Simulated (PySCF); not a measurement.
F₂H₄O₃Si₂, SMILES O[Si](O)(O)[SiH](F)F. Atoms are numbered in the order given.

```xyz
11

Si     1.2326     0.6017     0.1887
F      2.1890    -0.4033    -0.6636
F      1.1513     1.9778    -0.6682
Si    -0.8704    -0.4000     0.2102
O     -1.1068    -1.1124    -1.2691
O     -2.1508     0.6185     0.4290
O     -0.8087    -1.4403     1.4882
H      1.9220     0.9148     1.4661
H     -0.3532    -1.5781    -1.6466
H     -2.5367     0.9914    -0.3697
H     -1.6356    -1.8489     1.7668
```
Charge 0, spin multiplicity 1.

Geometry optimised at PBE0-D3(BJ)/def2-SVP. The structure was generated by enumeration, and PubChem lists no compound with its InChIKey, so it may never have been made. The values are those of a single conformer.

Method: CAM-B3LYP/def2-TZVP (PySCF).

The molecule is in vacuum.

```
Item                                                                                                           Result
---------------------------------------------------------------------------------------------  ----------------------
total energy                                                                                      -1007.16747 hartree
highest occupied level                                                                                       -9.77 eV
lowest empty level                                                                                            0.52 eV
orbital gap                                                                                                  10.29 eV
dipole moment                                                                                                  1.79 D
quadrupole, principal values (traceless, Buckingham form, about the centre of nuclear charge)   -1.98, 0.34, 1.65 D·Å
mean static polarisability                                                                       55.6 bohr³ (8.23 Å³)
polarisability, principal values                                                               51.8, 53.4, 61.5 bohr³
```
